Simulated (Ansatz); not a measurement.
The lowest singlet and triplet of Cl2Si (SMILES Cl[Si]Cl); geometries from B3LYP-D3(BJ)/def2-TZVP, each state relaxed from the structure named, with no frequency check.
Singlet at the triplet's geometry (charge 0, multiplicity 1):
```xyz
3

Cl    -1.7713    -0.3094     0.0000
Si    -0.0005     0.7486     0.0000
Cl     1.7717    -0.3071     0.0000
```

A positive gap puts the triplet lower; no zero-point energy. R- takes a restricted singlet. U- takes an unrestricted singlet (broken symmetry where lower, unprojected). The triplet is unrestricted in single-reference levels.

Frozen-core correlation.

Run with Ansatz (an electronic-structure program) with Gaussian orbitals. Each number belongs to the level named beside it.

Q: Predict the gap E(singlet) − E(triplet), vertical, at the triplet's geometry from U-SCS-MP2/cc-pV(T+d)Z (spin-contaminated).

A: -180 kJ/mol

Q: Give the gap E(singlet) − E(triplet), vertical, at the triplet's geometry at the level R-HF/cc-pV(Q+d)Z.

A: -116 kJ/mol

Q: What is the computed gap E(singlet) − E(triplet), vertical, at the triplet's geometry (R-CCSD(T)/cc-pV(T+d)Z)?

A: -199 kJ/mol

Doubts at one or more of the structures used: a restricted determinant that unrestricted orbitals would lower (R-HF/cc-pV(Q+d)Z, R-CCSD(T)/cc-pV(T+d)Z).
